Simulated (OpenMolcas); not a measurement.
An atom or ion with 8 electrons was computed by SS-CASPT2, IPEA 0.25 Eh, imaginary shift 0.1 Eh with spin-orbit coupling (OpenMolcas, ANO-RCC-VTZP, DKH2). The lowest levels that the run gave, each within 12 % of the measured value where one is at hand:

| J | Parity | E (eV) | g |
| --- | --- | --- | --- |
| 2 | even | 0.0000 | 1.501 |
| 1 | even | 0.0745 | 1.501 |
| 0 | even | 0.1098 |  |
| 2 | even | 3.251 | 1.000 |
| 0 | even | 7.287 |  |

Which ion is it, and what are the configurations and terms?

Ne²⁺ (Z = 10, charge +2; active space 4 electrons in 3 orbitals (2p)). J, parity and g give the terms where levels are pure, and mixed ones are named by the computed weights; the size of the splittings, set against known spectra of the 8-electron sequence, gives the charge. In order, with the measured energies in eV (Moore, Atomic Energy Levels, vol. I, NSRDS-NBS 35 (1971 reprint of NBS Circular 467, 1949)): 2s² 2p⁴ ³P₂, 2s² 2p⁴ ³P₁ (0.0806), 2s² 2p⁴ ³P₀ (0.1149), 2s² 2p⁴ ¹D₂ (3.2039), 2s² 2p⁴ ¹S₀ (6.9117).

Term energies are means over components that CASPT2 splits; among the terms shown or strongly mixed into the levels shown the widest spread is 48 cm-1 (2s² 2p⁴ ¹D). With the s shell closed, the reference lacks s² → p² mixing. Measured partners are found by configuration, term and J. A level has none where our copy of the source lacks it or the pairing is in doubt (some pairs that miss far off the trend of their configuration count as doubtful), and it then counts in no deviation. Levels of configurations outside the active space are missing.
